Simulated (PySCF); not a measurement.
Ionisation energy of Al⁵⁺ by level of theory

Al⁵⁺ [He] 2s2 2p4 [2p1/2^2 2p3/2^2, M_J = 2] → Al⁶⁺ [He] 2s2 2p3 [2p1/2^2 2p3/2^1, M_J = 3/2], as a difference of total energies. Computed with PySCF 2.14 in an uncontracted even-tempered set (19 s from 0.45 bohr⁻², ratio 2.4; 11 p from 0.58 bohr⁻², ratio 2.4; 5 d from 4.1 bohr⁻², ratio 2.6; 5 f from 6.2 bohr⁻², ratio 2.6), with the two-component X2C-1e Hamiltonian. Correlated levels: nothing frozen; the 30 highest virtual spinors dropped. "Screened" scales the spin-orbit matrix elements by Boettger's factors to mimic the two-electron term; Breit and QED terms are absent.

```json
{"method": "GHF (spin-free)", "ionisation energy (eV)": "188.57"}
{"method": "GMP2 (spin-free)", "ionisation energy (eV)": "190.02"}
{"method": "GHF (screened spin-orbit)", "ionisation energy (eV)": "188.74"}
{"method": "GMP2 (screened spin-orbit)", "ionisation energy (eV)": "190.19"}
```

The labels give the starting determinants; with spin-orbit coupling the two ends relaxed to ⟨J²⟩ = 6.00, ⟨L²⟩ = 2.01, ⟨S²⟩ = 2.00 and ⟨J²⟩ = 3.75, ⟨L²⟩ = 0.00, ⟨S²⟩ = 3.75.

Problem. Which method comes closest to the reference value, and which is furthest?

Solution. The reference is 190.49 ± 0.05 eV (semi-empirical (NIST evaluation); NIST Atomic Spectra Database, ionization energies). Closest: GMP2 (screened spin-orbit) (error -0.300 eV); furthest: GHF (spin-free) (error -1.920 eV).
